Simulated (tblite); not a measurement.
Species: C6H8AlF3.
Geometry (GFN2-xTB, Å), atoms numbered from 1 in this order:
```
atom  x, y, z in Å
F1     2.3467   -0.3157    1.0826
C2     3.1013    0.4829    0.2421
F3     4.3624    0.4484    0.6282
C4     2.4057    1.0754   -0.7189
F5     3.0459    1.8757   -1.5919
Al6    0.6235    0.2691   -0.1501
C7    -0.2895   -1.3451   -0.8509
C8    -1.5685   -1.1720   -0.0013
C9    -1.9586    0.3086    0.1199
C10   -0.8624    1.1141    0.8511
H11    0.1182   -2.3500   -0.7080
H12   -0.5554   -1.2814   -1.9134
H13   -1.3864   -1.5575    1.0054
H14   -2.4029   -1.7363   -0.4264
H15   -2.0906    0.7122   -0.8881
H16   -2.9188    0.3912    0.6362
H17   -1.0568    2.1853    0.7465
H18   -0.9225    0.9014    1.9253
```

Calculated harmonic vibrations of the isolated species, GFN2-xTB (tblite), most abundant isotopes, no scaling. The method is semi-empirical: single wavenumbers can be off by several per cent or more. One conformer, not necessarily the lowest.

Harmonic wavenumbers (cm⁻¹): 37.9, 43.0, 55.7, 100.6, 151.2, 167.8, 209.7, 229.5, 266.4, 337.9, 394.8, 424.9, 437.8, 455.0, 519.8, 579.7, 594.5, 655.4, 686.3, 862.6, 877.0, 898.5, 908.4, 991.2, 1013.8, 1039.9, 1051.9, 1102.8, 1146.4, 1170.9, 1184.7, 1246.1, 1254.9, 1330.9, 1334.9, 1447.0, 1452.2, 1486.4, 1493.9, 1695.2, 2895.8, 2901.9, 2933.8, 2939.3, 2939.9, 2942.5, 2955.3, 2960.0.

A = 2178, B = 617.7, C = 575.1 MHz; mass 164.039 u (most abundant isotopes); point group C1, symmetry number 1.

**Question.** Zero-point energy?

**Answer.** ½Σν̃ = 27403 cm⁻¹ = 327.81 kJ/mol.

**Question.** What is S at 400 K and 1 bar for an ideal gas of classical rigid rotors and harmonic oscillators?

**Answer.** Translation 178.57, rotation 130.89, vibration 205.09: S = 514.6 J/(mol K).

**Question.** And Cp and H(400 K) − H(0)?

**Answer.** Cp = 218.31 J/(mol K), of which vibrations give 185.05 (their classical limit is 48 R = 399.1); H(400 K) − H(0) = 53.47 kJ/mol without the zero-point energy, 40.17 from vibrations.

**Question.** Blend soft modes into free rotors: weight 1/[1 + (100 cm⁻¹/ν̃)⁴] for the oscillator and the rest for a rotor with moment μB/(μ + B), μ = h/(8π²ν), B = 10⁻⁴⁴ kg m². What vibrational entropy results?

**Answer.** 182.72 J/(mol K) in place of 205.09, which changes −T·S at 400 K by +8.95 kJ/mol.

**Question.** Which modes carry the vibrational entropy at 400 K?

**Answer.** 37.9 cm⁻¹: 24.89; 43.0 cm⁻¹: 23.84; 55.7 cm⁻¹: 21.70; 100.6 cm⁻¹: 16.81; 151.2 cm⁻¹: 13.48; 167.8 cm⁻¹: 12.64 J/(mol K); the other 42 give 91.73 together.

**Question.** How do the functions run with temperature in this model?

**Answer.** 
```csv
T (K),S (J/(mol K)),Cp (J/(mol K)),H − H(0) (kJ/mol),G − H(0) (kJ/mol),ln q(vib)
100,316.6,90.6,6.28,-25.38,2.85
200,393.8,136.7,17.69,-61.07,6.28
300,457.4,179.6,33.52,-103.71,9.51
500,566.8,250.5,76.97,-206.46,15.55
800,700.1,315.1,162.77,-397.30,23.74
1000,773.5,342.1,228.65,-544.83,28.64
```

q(vib) and H(0) count from the zero-point level.

**Question.** What must be added to the electronic energy to get the Gibbs energy at 400 K and 1 bar?

**Answer.** ZPE + [H(400 K) − H(0)] − T·S = 327.81 + 53.47 − 205.82 = 175.46 kJ/mol.

Hindered rotation and anharmonicity are outside this model. Other conformers, if any are populated, would add a mixing term that is left out. The structure is chiral; the term R ln 2 for an equal mix with its mirror image is left out.
